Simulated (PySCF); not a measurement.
Correlation energy of Sn (tin, neutral)

[Kr] 4d10 5s1 5p2 5d1, one real determinant (an excited configuration). Computed with PySCF 2.14 in aug-cc-pwCVTZ-PP with ECP28MDF, with scalar relativity through the core potential. Frozen: 4s2 4p6 4d10; 4 electrons correlated.

```csv
level,correlation energy (mhartree)
CCSD,-24.28
(T),-2.02
CCSD(T),-26.30
```

Diagnostics: T1 = 0.027, D1 = 0.0743, largest double amplitude 0.294.

The real determinant used has ⟨L²⟩ near 8 against 12 for a pure F term, so it mixes terms. The outer electron is Rydberg-like, and this basis confines it to a smaller radius and binds it less than a complete one would. A double-excitation amplitude exceeds 0.15, a sign of near-degeneracy.

Cost of the coupled-cluster step: of the order of 14 core-seconds, for 4 correlated electrons.

The reference is one real determinant that mixes LS terms of this configuration.
